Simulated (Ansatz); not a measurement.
Cost and result for the atomization energy of C₂H₆F₂OSi₂, SMILES `C=C[SiH2]O[SiH](F)F` (13 atoms, 12 bonds).

Cartesian coordinates in Å:
```
C -1.1881 -0.7887 -1.4876
C -1.6131 -0.8528 -0.2289
Si -0.5813 -0.4075 1.2399
O 0.9152 0.0793 0.7535
Si 1.9506 1.1134 0.1145
F 1.9822 0.9316 -1.4591
F 1.4868 2.6012 0.3873
H -1.8278 -1.0560 -2.3238
H -0.1830 -0.4658 -1.7420
H -2.6350 -1.1852 -0.0461
H -0.3918 -1.5777 2.1330
H -1.2167 0.6890 2.0156
H 3.3019 0.9192 0.6437
```

Total charge 0; spin multiplicity 1. The structure was optimised at the PBE0-D4/def2-TZVP level. It is one conformer, not always the lowest. Program: Ansatz. All runs use 2 threads of an AMD EPYC 7R13 on a shared host and a share of an NVIDIA H100 80 GB. Times are those of one run each, without the atoms' runs, and a repeat can differ threefold. Electronic energies, without spin–orbit coupling; frozen cores. CCSD(T)/CBS adds CCSD(T) − MP2 in def2-TZVPP to the MP2 limit, and its time is that of the two runs behind it. T1 = 0.012. B3LYP takes the VWN-RPA correlation (the form of Gaussian; ORCA's B3LYP/G).

CCSD(T)/CBS is a level of theory with its own doubt, some kJ/mol a heavy atom from the limit and from the frozen cores, so smaller differences don't rank the functionals.

```
                             level  functions  wall time
                 B2PLYP/def2-TZVPP        323        4 s
                PBE0-D4/def2-TZVPP        323      4.1 s
   PBE-D4/def2-TZVPP (with forces)        323      4.3 s
r2SCAN-D4/def2-TZVPP (with forces)        323      4.7 s
                ωB97X-V/def2-TZVPP        323      5.5 s
 B3LYP-D4/def2-TZVPP (with forces)        323        6 s
  ωB97M-V/def2-TZVPP (with forces)        323        7 s
                    MP2/def2-QZVPP        605      7.5 s
                CCSD(T)/def2-TZVPP        323       12 s
                 CCSD(T)/CBS(def2)          –       20 s
```

(1) What atomization energy does each give, and how far from CCSD(T)/CBS? (An estimate is asked.)

Answers

(1) Computed: 
| level | atomization (kcal/mol) | difference from CCSD(T)/CBS | per bond |
| --- | --- | --- | --- |
| B2PLYP/def2-TZVPP | 1263.8 | -18.0 | -1.5 |
| PBE0-D4/def2-TZVPP | 1265.8 | -16.0 | -1.3 |
| PBE-D4/def2-TZVPP (with forces) | 1286.8 | 5.0 | 0.4 |
| r2SCAN-D4/def2-TZVPP (with forces) | 1278.0 | -3.8 | -0.3 |
| ωB97X-V/def2-TZVPP | 1278.8 | -3.0 | -0.2 |
| B3LYP-D4/def2-TZVPP (with forces) | 1272.0 | -9.8 | -0.8 |
| ωB97M-V/def2-TZVPP (with forces) | 1278.8 | -3.0 | -0.2 |
| MP2/def2-QZVPP | 1298.5 | 16.7 | 1.4 |
| CCSD(T)/def2-TZVPP | 1246.4 | -35.4 | -3.0 |
| CCSD(T)/CBS(def2) | 1281.8 | 0.0 | 0.0 |

In def2-TZVPP, CCSD(T) changes the Hartree–Fock value by +284.5 kcal/mol (the triples alone add +17.3 kcal/mol) and MP2 by +315.0 kcal/mol; breaking electron pairs costs correlation energy, which Hartree–Fock lacks. From PBE to PBE0 (25 % exact exchange), in def2-TZVPP and without D4, the atomization energy moves by −19.9 kcal/mol: exact exchange takes away binding that semilocal exchange gives to molecules. The D4 term adds +12.3 kcal/mol with B3LYP and +6.6 kcal/mol with PBE0; it sums over pairs of atoms, weighted by their polarisabilities, and B3LYP, whose exchange is more repulsive, gets the larger term.
